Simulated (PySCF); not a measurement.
# Computed properties of GeH₅Si, SMILES [SiH3][GeH2]

GeH₅Si, SMILES [GeH2][SiH3] (connectivity only; charge and spin as stated), charge +1, multiplicity 1. Geometry optimised at PBE0-D3(BJ)/def2-TZVP. The multiplicity is an assumed one; other spin states were not compared. The isomer is the one that the SMILES or the coordinates give; other isomers of the formula were not compared. One conformer was computed; it need not be the lowest. All values are computed for the isolated molecule unless a solvent is named; none is compared with measurement here.

**Structure.** The optimised structure has Cs symmetry. All 15 harmonic modes at PBE0-D3(BJ)/def2-TZVP (PySCF) are real, so it is a minimum.

**Vibrations.** The strongest infrared lines (harmonic, unscaled, degenerate partners summed) lie at 794 cm⁻¹ (303 km/mol, H 93 %), 914 cm⁻¹ (38 km/mol, H 97 %), 899 cm⁻¹ (29 km/mol, H 97 %). The softest mode is at 53 cm⁻¹ and the zero-point energy is 24.3 kcal/mol.

**Electronic structure.** M06-2X/def2-TZVPD (PySCF) places the frontier levels at -15.38 and -8.35 eV, a gap of 7.03 eV and a mean polarisability of 52.9 bohr³. PBE/def2-TZVPD (PySCF) at the same geometry gives -13.36 and -10.12 eV, so its gap is 3.79 eV narrower. An orbital gap is neither the optical nor the fundamental gap.

**Excitations.** TDA-CAM-B3LYP/def2-SVPD (PySCF) has S1 at 3.78 eV (328 nm, f = 0.005, weak); the most intense of the 10 singlets computed lies at 8.24 eV (f = 0.57). T1 (TDA) is at 3.00 eV, 0.78 eV under S1. TDA-PBE/def2-SVPD (PySCF) puts S1 at 3.60 eV. No vertical singlet excitation falls in the visible range (under 3.1 eV).

**NMR.** GIAO shifts at PBE0/pcSseg-2 (PySCF) (non-relativistic, atoms alike by connectivity averaged): ¹H from 5.2 to 10.7 ppm against TMS; ²⁹Si at -68.3 ppm against TMS.
